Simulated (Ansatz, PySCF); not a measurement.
HOSn, SMILES [OH+]=[Sn] (connectivity only; charge and spin as stated), charge +1, multiplicity 1. Atoms are numbered in the order given.

```xyz
3

O      0.0000     0.0000    -1.6091
Sn     0.0000     0.0000     0.2567
H      0.0000     0.0000    -2.5733
```
Charge +1, spin multiplicity 1.

Coordinates come from a r2SCAN-D4/def2-TZVP optimisation. The isomer is the one that the SMILES or the coordinates give; other isomers of the formula were not compared. The def2 effective core potentials stand for the cores of Sn; spin–orbit coupling is left out.

Two levels are set side by side: PBE-D3(BJ)/def2-TZVP (Ansatz, a quantum-chemistry and plane-wave program) and r2SCAN-D4/def2-TZVP (Ansatz). Each level has its own optimised geometry; the coordinates shown are those of the second. Frequencies come from the Hessian of PySCF at each geometry. Differences are taken from unrounded values.

| quantity | r2SCAN-D4 |
|---|---|
| mean bond length (Å) | 1.415 |
| bond O1–Sn2 (Å) | 1.866 |
| bond O1–H3 (Å) | 0.964 |
| highest harmonic wavenumber (cm⁻¹) | 3823 |
| mean harmonic wavenumber (cm⁻¹) | 1203 |
| zero-point energy (kcal/mol) | 6.88 |

Question: What does PBE-D3(BJ) give, and how far is it from r2SCAN-D4? (An estimate is asked for; the answer gives what the named calculation found.)

Answer: 
| quantity | PBE-D3(BJ) | PBE-D3(BJ) minus r2SCAN-D4 |
|---|---|---|
| mean bond length (Å) | 1.429 | 0.014 |
| bond O1–Sn2 (Å) | 1.885 | 0.020 |
| bond O1–H3 (Å) | 0.973 | 0.009 |
| highest harmonic wavenumber (cm⁻¹) | 3726 | -97 |
| mean harmonic wavenumber (cm⁻¹) | 1130 | -73 |
| zero-point energy (kcal/mol) | 6.46 | -0.42 |
